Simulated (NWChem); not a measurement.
System: CH2BF3O; SMILES OBC(F)(F)F

```xyz
8

B     -0.7535     1.0683     0.0000
C     -0.0463    -0.3827     0.0000
F     -0.3747    -1.1101    -1.0958
F     -0.3747    -1.1101     1.0958
F      1.3239    -0.2563     0.0000
H     -1.9586     1.1866     0.0000
O      0.0268     2.1641     0.0000
H      0.9767     1.9196     0.0000
```
Atoms are numbered in this order, from 1.

Program: NWChem. Pople sets run with spherical d functions. Coordinates come from a PBE-D3(BJ)/def2-SVP optimisation. Vzz is the largest principal value of the second derivative of the potential at the nucleus (NWChem prints the opposite sign); η is the asymmetry. Non-relativistic.

| level | Vzz B1 (a.u.) | η B1 | Vzz O7 (a.u.) | η O7 | relative time |
|---|---|---|---|---|---|
| Hartree-Fock/6-31G* | 0.457 | 0.25 | 1.198 | 0.03 | 1 |
| Hartree-Fock/def2-SVP | 0.458 | 0.22 | 1.236 | 0.08 | 1 |
| PBE0/6-31G* | 0.412 | 0.30 | 1.081 | 0.20 | 1 |
| PBE0/cc-pVTZ | 0.452 | 0.26 | 1.073 | 0.29 | 9 |

Relative times are rough (shared machine, one core).
